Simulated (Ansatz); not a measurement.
An input meant for Ga(OH)3 (GaO₃H₃) (charge 0, singlet; atoms displaced at random, 0.03 Å in each coordinate; with a point charge).

```yaml
crystal:
  periodic: [true, true, true]
  atoms:
    - {symbol: Ga, position_ang: [-0.078959, -0.036244, -0.052268]}
    - {symbol: O, position_ang: [1.651831, 0.374332, 0.469324]}
    - {symbol: H, position_ang: [2.227040, -0.433389, 0.405433]}
    - {symbol: O, position_ang: [-1.288611, 1.288623, 0.026414]}
    - {symbol: H, position_ang: [-0.882325, 2.179226, 0.388724]}
    - {symbol: O, position_ang: [-0.427641, -1.667795, -0.527185]}
    - {symbol: H, position_ang: [-1.385093, -1.650718, -0.778287]}
basis:
  gaussian: {orbitals: cc-pVTZ, point_charges: [{charge: 1.00, position_ang: [4.827, 0.823, -0.584]}]}
hamiltonian: {xc: {name: BHLYP}}
```

```sh
$ ansatz run in.yaml --threads 4 --pin off --events-out ev --progress --plain --max-ram 3916MiB
```

Output, abridged:

```
Error: YAML parse error: error: line 2 column 3: crystal: missing field `lattice` (a structure is typed as `lattice` and `atoms`, a molecule's as `atoms` in Å alone, or read from a run's directory, `checkpoint`)
 --> <input>:2:3
1 | crystal:
2 |   periodic: [true, true, true]
3 |   atoms:
4 |     - {symbol: Ga, position_ang: [-0.078959, -0.036244, -0.052268]}
```

In this input the species is marked periodic without a cell. The input was rejected before any iteration.
